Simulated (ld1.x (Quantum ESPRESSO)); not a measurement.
B (Z = 5): excitation energies, all-electron against TM

ld1.x (Quantum ESPRESSO) 7.5 input, shortened:

```
&input
   title='B', zed=5., rel=1, dft='PZ', iswitch=3,
   config='[He] 2s2 2p1 3d-2'
 /
 &inputp
   pseudotype=2, tm=.true., lloc=-1, rcloc=2.80,
   nlcc=.true., rcore=0.70
 /
3
2S  1  0   2.00   0.00  1.05  1.05  0.0
2P  2  1   1.00   0.00  4.15  4.15  0.0
3D  3  2  -2.00   0.25  4.15  4.15  0.0
 &test
   configts(1)='2s2 2p1'
 /
```

Energies are relative to the spin-unpolarised reference configuration 2s2 2p1; without spin polarisation the order of configurations can differ from experiment. Spin-polarised rows fill each open shell by Hund’s rule, majority spin first.

| valence configuration | charge | ΔE all-electron (eV) | error AE − PS (meV) |
| --- | --- | --- | --- |
| 2s2 2p0 | +1 | 8.327 | +286 |
| 2s1 2p0 | +2 | 33.631 | +936 |
| 2s0 2p3 | 0 | 11.401 | -210 |
| 2s1 2p2 | 0 | 5.686 | -51 |
| 2s1 2p1 | +1 | 14.283 | -69 |
| 2s2 2p1 (spin-polarised) | 0 | -0.235 | -2.0 |
| 2s1 2p0 (spin-polarised) | +2 | 32.903 | +928 |

(1) What are ΔE and the potential's error for 2s2 2p1.3?

(2) What are ΔE and the potential's error for 2s2 2p0.5?

Levels in the configuration 2s2 2p0.5:

```json
{"level": "2s", "all-electron (eV)": "-14.059", "pseudo (eV)": "-13.922"}
{"level": "2p", "all-electron (eV)": "-8.196", "pseudo (eV)": "-7.965"}
```

## Answers

(1) ΔE = -0.772 eV all-electron; the error (AE − PS) is +5.5 meV.

(2) ΔE = 2.943 eV all-electron; the error (AE − PS) is +46 meV.
